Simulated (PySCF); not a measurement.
H8O4Si3 (SMILES O[Si](O)(O[SiH3])O[SiH3]), singlet, geometry from GFN2-xTB, atoms displaced at random by about 0.03 Å a coordinate; PBE0/STO-3G, gradient by finite differences (PySCF).

PySCF was given this input:
```python
from pyscf import gto, scf, dft

mol = gto.Mole()
mol.atom = '''
    O     0.212859   -2.366289    0.100254
    Si    0.055041   -0.822390    0.374127
    O     0.033315   -0.692964    2.001194
    O    -1.341308   -0.346264   -0.276423
    Si   -2.087389    0.968139   -0.898865
    O     1.262737    0.069299   -0.211226
    Si    1.967625    1.418539   -0.285718
    H     0.240868   -2.730977   -0.900738
    H    -0.438847   -1.277184    2.567033
    H    -1.366160    1.404058   -2.143953
    H    -2.119427    2.111354    0.037579
    H    -3.421002    0.392602   -1.243849
    H     2.829762    1.315541   -1.379534
    H     0.954702    2.456512   -0.345747
    H     2.703299    1.659314    1.063434
'''
mol.basis = 'sto-3g'
mol.charge = 0
mol.spin = 0
mol.verbose = 4
mol.build()

mf = dft.RKS(mol)
mf.xc = 'pbe0'
mf.conv_tol = 1e-11
mf.kernel()
scan, done = mf.as_scanner(), []
scan.scf_summary = {}
def energy(d):
    c = mol.atom_coords()
    c[13, 0] += d
    e = scan(mol.set_geom_(c, unit='Bohr', inplace=False))
    done.append(scan.converged)
    return e
h = 0.05
fd = (energy(h) - energy(-h)) / (2 * h)
print('dE/dx =', fd)
```

Write the output that PySCF gives for this input, abridged.


```
PySCF version 2.14.0

[INPUT] verbose = 4
[INPUT] num. atoms = 15
[INPUT] num. electrons = 82
[INPUT] charge = 0
[INPUT] spin (= nelec alpha-beta = 2S) = 0
[INPUT] symmetry False subgroup None
[INPUT] Mole.unit = angstrom
[INPUT] Symbol           X                Y                Z      unit          X                Y                Z       unit  Magmom
[...]
nuclear repulsion = 598.481601428097
number of shells = 35
number of NR pGTOs = 165
number of NR cGTOs = 55
basis = sto-3g
ecp = {}

******** <class 'pyscf.dft.rks.RKS'> ********
method = RKS
initial guess = minao
damping factor = 0
level_shift factor = 0
DIIS = <class 'pyscf.scf.diis.CDIIS'>
diis_start_cycle = 1
diis_space = 8
diis_damp = 0
SCF conv_tol = 1e-11
SCF conv_tol_grad = None
SCF max_cycles = 50
direct_scf = True
direct_scf_tol = 1e-13
XC library pyscf.dft.libxc version 7.1.2
    S. Lehtola, C. Steigemann, M. J. T. Oliveira, and M. A. L. Marques,  SoftwareX 7, 1–5 (2018)
XC functionals = pbe0
    C. Adamo and V. Barone,  J. Chem. Phys. 110, 6158 (1999)
    M. Ernzerhof and G. E. Scuseria,  J. Chem. Phys. 110, 5029 (1999)
radial grids:
    Treutler-Ahlrichs [JCP 102, 346 (1995); DOI:10.1063/1.469408] (M4) radial grids

becke partition: Becke, JCP 88, 2547 (1988); DOI:10.1063/1.454033
pruning grids: <function nwchem_prune>
grids dens level: 3
symmetrized grids: False
atomic radii adjust function: <function treutler_atomic_radii_adjust>
small_rho_cutoff = 0
Set gradient conv threshold to 3.16228e-06
Initial guess from minao.
tot grids = 192336
init E= -1160.0460717534
[...]
cycle= 1 E= -1158.9649762172  delta_E= 1.08  |g|= 1.01  |ddm|= 4.68
[...]
cycle= 2 E= -1159.04137913794  delta_E= -0.0764  |g|= 0.971  |ddm|= 2.92
[...]
cycle= 3 E= -1159.3280929778  delta_E= -0.287  |g|= 0.12  |ddm|= 1.49
[...]
cycle= 4 E= -1159.33229312367  delta_E= -0.0042  |g|= 0.0404  |ddm|= 0.245
[...]
cycle= 5 E= -1159.33280281998  delta_E= -0.00051  |g|= 0.00633  |ddm|= 0.0668
[...]
cycle= 6 E= -1159.3328155105  delta_E= -1.27e-05  |g|= 0.00211  |ddm|= 0.0128
[...]
cycle= 7 E= -1159.33281688541  delta_E= -1.37e-06  |g|= 0.00031  |ddm|= 0.00356
[...]
cycle= 8 E= -1159.33281691521  delta_E= -2.98e-08  |g|= 0.000113  |ddm|= 0.000575
[...]
cycle= 9 E= -1159.3328169192  delta_E= -4e-09  |g|= 1.43e-05  |ddm|= 0.000183
[...]
cycle= 10 E= -1159.33281691926  delta_E= -6.18e-11  |g|= 1.78e-06  |ddm|= 2.55e-05
[...]
cycle= 11 E= -1159.33281691927  delta_E= -1.02e-11  |g|= 7.33e-07  |ddm|= 4.38e-06
[...]
cycle= 12 E= -1159.33281691927  delta_E= 1.36e-12  |g|= 7.23e-08  |ddm|= 1.3e-06
[...]
Extra cycle  E= -1159.33281691927  delta_E= 4.55e-12  |g|= 5.04e-08  |ddm|= 1.82e-07
converged SCF energy = -1159.33281691927
Create scanner for <class 'pyscf.dft.rks.RKS'>

WARN: Mole.unit (angstrom) is changed to Bohr

New geometry
   1 O      0.212859000000  -2.366289000000   0.100254000000 AA    0.402245213149  -4.471638141571   0.189452602892 Bohr
   2 Si     0.055041000000  -0.822390000000   0.374127000000 AA    0.104012415622  -1.554091867581   0.706997565805 Bohr
   3 O      0.033315000000  -0.692964000000   2.001194000000 AA    0.062956225840  -1.309512174183   3.781708582123 Bohr
   4 O     -1.341308000000  -0.346264000000  -0.276423000000 AA   -2.534704768688  -0.654344126796  -0.522363764531 Bohr
   5 Si    -2.087389000000   0.968139000000  -0.898865000000 AA   -3.944593525430   1.829517560510  -1.698608672957 Bohr
   6 O      1.262737000000   0.069299000000  -0.211226000000 AA    2.386227097355   0.130956130706  -0.399159290387 Bohr
   7 Si     1.967625000000   1.418539000000  -0.285718000000 AA    3.718272365847   2.680650207014  -0.539928768858 Bohr
   8 H      0.240868000000  -2.730977000000  -0.900738000000 AA    0.455174552172  -5.160798582486  -1.702148129988 Bohr
   9 H     -0.438847000000  -1.277184000000   2.567033000000 AA   -0.829300640587  -2.413527970677   4.850989322721 Bohr
[...]
cycle= 7 E= -1159.33291999972  delta_E= -6.82e-12  |g|= 1.27e-06  |ddm|= 1.03e-05
[...]
Extra cycle  E= -1159.33291999972  delta_E= 5.46e-12  |g|= 1.3e-06  |ddm|= 3.94e-06
converged SCF energy = -1159.33291999972

WARN: Mole.unit (angstrom) is changed to Bohr

New geometry
   1 O      0.212859000000  -2.366289000000   0.100254000000 AA    0.402245213149  -4.471638141571   0.189452602892 Bohr
   2 Si     0.055041000000  -0.822390000000   0.374127000000 AA    0.104012415622  -1.554091867581   0.706997565805 Bohr
   3 O      0.033315000000  -0.692964000000   2.001194000000 AA    0.062956225840  -1.309512174183   3.781708582123 Bohr
   4 O     -1.341308000000  -0.346264000000  -0.276423000000 AA   -2.534704768688  -0.654344126796  -0.522363764531 Bohr
   5 Si    -2.087389000000   0.968139000000  -0.898865000000 AA   -3.944593525430   1.829517560510  -1.698608672957 Bohr
   6 O      1.262737000000   0.069299000000  -0.211226000000 AA    2.386227097355   0.130956130706  -0.399159290387 Bohr
   7 Si     1.967625000000   1.418539000000  -0.285718000000 AA    3.718272365847   2.680650207014  -0.539928768858 Bohr
   8 H      0.240868000000  -2.730977000000  -0.900738000000 AA    0.455174552172  -5.160798582486  -1.702148129988 Bohr
   9 H     -0.438847000000  -1.277184000000   2.567033000000 AA   -0.829300640587  -2.413527970677   4.850989322721 Bohr
  10 H     -1.366160000000   1.404058000000  -2.143953000000 AA   -2.581668242336   2.653285083005  -4.051483993940 Bohr
  11 H     -2.119427000000   2.111354000000   0.037579000000 AA   -4.005136571009   3.989880812005   0.071014018035 Bohr
  12 H     -3.421002000000   0.392602000000  -1.243849000000 AA   -6.464756851589   0.741910255956  -2.350533950314 Bohr
  13 H      2.829762000000   1.315541000000  -1.379534000000 AA    5.347475177701   2.486012195636  -2.606941439526 Bohr
  14 H      0.928243139454   2.456512000000  -0.345747000000 AA    1.754125310575   4.642134901708  -0.653367138390 Bohr
  15 H      2.703299000000   1.659314000000   1.063434000000 AA    5.108494742811   3.135649014657   2.009599011551 Bohr

******** <class 'pyscf.scf.hf.RKS_Scanner'> ********
method = RKS_Scanner
initial guess = minao
damping factor = 0
level_shift factor = 0
DIIS = <class 'pyscf.scf.diis.CDIIS'>
diis_start_cycle = 1
diis_space = 8
diis_damp = 0
SCF conv_tol = 1e-11
SCF conv_tol_grad = None
SCF max_cycles = 50
direct_scf = True
direct_scf_tol = 1e-13
XC library pyscf.dft.libxc version 7.1.2
    S. Lehtola, C. Steigemann, M. J. T. Oliveira, and M. A. L. Marques,  SoftwareX 7, 1–5 (2018)
XC functionals = pbe0
    C. Adamo and V. Barone,  J. Chem. Phys. 110, 6158 (1999)
    M. Ernzerhof and G. E. Scuseria,  J. Chem. Phys. 110, 5029 (1999)
radial grids:
    Treutler-Ahlrichs [JCP 102, 346 (1995); DOI:10.1063/1.469408] (M4) radial grids

becke partition: Becke, JCP 88, 2547 (1988); DOI:10.1063/1.454033
pruning grids: <function nwchem_prune>
grids dens level: 3
symmetrized grids: False
atomic radii adjust function: <function treutler_atomic_radii_adjust>
small_rho_cutoff = 0
Set gradient conv threshold to 3.16228e-06
tot grids = 192336
init E= -1159.32792091118
[...]
cycle= 1 E= -1159.33234106879  delta_E= -0.00442  |g|= 0.00766  |ddm|= 0.0339
[...]
cycle= 2 E= -1159.33236853218  delta_E= -2.75e-05  |g|= 0.00342  |ddm|= 0.0267
[...]
cycle= 3 E= -1159.33237403152  delta_E= -5.5e-06  |g|= 0.000791  |ddm|= 0.00803
[...]
cycle= 4 E= -1159.33237421649  delta_E= -1.85e-07  |g|= 0.000244  |ddm|= 0.00152
[...]
cycle= 5 E= -1159.33237423423  delta_E= -1.77e-08  |g|= 5.21e-05  |ddm|= 0.00041
[...]
cycle= 6 E= -1159.33237423509  delta_E= -8.55e-10  |g|= 9.94e-06  |ddm|= 8.86e-05
[...]
cycle= 7 E= -1159.33237423512  delta_E= -3.12e-11  |g|= 2.62e-06  |ddm|= 1.96e-05
[...]
cycle= 8 E= -1159.33237423512  delta_E= 2.05e-12  |g|= 6.21e-07  |ddm|= 4.86e-06
[...]
Extra cycle  E= -1159.33237423512  delta_E= -3.64e-12  |g|= 5.82e-07  |ddm|= 1.93e-06
converged SCF energy = -1159.33237423512
dE/dx = -0.005457645997921645
```
